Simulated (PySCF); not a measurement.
chloro(methylsilyl)silane (CH7ClSi2), SMILES C[SiH2][SiH2]Cl. Atoms are numbered in the order given.

```xyz
11

Si     0.8644     0.2920     0.8079
Cl     1.5757     0.3044    -1.1679
Si    -1.2606    -0.6997     0.7044
C     -2.2547     0.1646    -0.6476
H      0.8138     1.7060     1.2798
H      1.8446    -0.4512     1.6491
H     -1.9355    -0.5936     2.0343
H     -1.0768    -2.1475     0.3868
H     -2.4489     1.2148    -0.3786
H     -3.2219    -0.3351    -0.8134
H     -1.6860     0.1523    -1.5903
```

Geometry: B3LYP-D3(BJ)/def2-SVP. The values are those of a single conformer.

Two levels are set side by side: PBE/pcSseg-1 (PySCF) and HF/pcSseg-1 (PySCF). GIAO shifts against HCl (³⁵Cl), TMS (²⁹Si), TMS (¹H), TMS (¹³C) at the same level; non-relativistic, no solvent, atoms listed together averaged. Without spin–orbit terms, shifts of atoms bonded to Cl or Br come out too high at both levels. Differences are taken from unrounded values.

```csv
quantity,PBE
δ(²⁹Si) of Si1 (ppm),-13.5
δ(³⁵Cl) of Cl2 (ppm),-96.9
δ(²⁹Si) of Si3 (ppm),-71.1
δ(¹³C) of C4 (ppm),-9.8
"δ(¹H) of H5, H6 (ppm)",5.68
```

**Question.** These are the PBE values. What does HF give? (The exact figures need the calculation; the answer reports its results.)

**Answer.** 
| quantity | HF | PBE minus HF |
|---|---|---|
| δ(²⁹Si) of Si1 (ppm) | -18.8 | 5.3 |
| δ(³⁵Cl) of Cl2 (ppm) | -128.1 | 31.2 |
| δ(²⁹Si) of Si3 (ppm) | -60.7 | -10.4 |
| δ(¹³C) of C4 (ppm) | -8.5 | -1.2 |
| δ(¹H) of H5, H6 (ppm) | 5.01 | 0.68 |

Rough cost on one machine, each run with all the roots and properties that it gave: HF against PBE within a factor of 2.
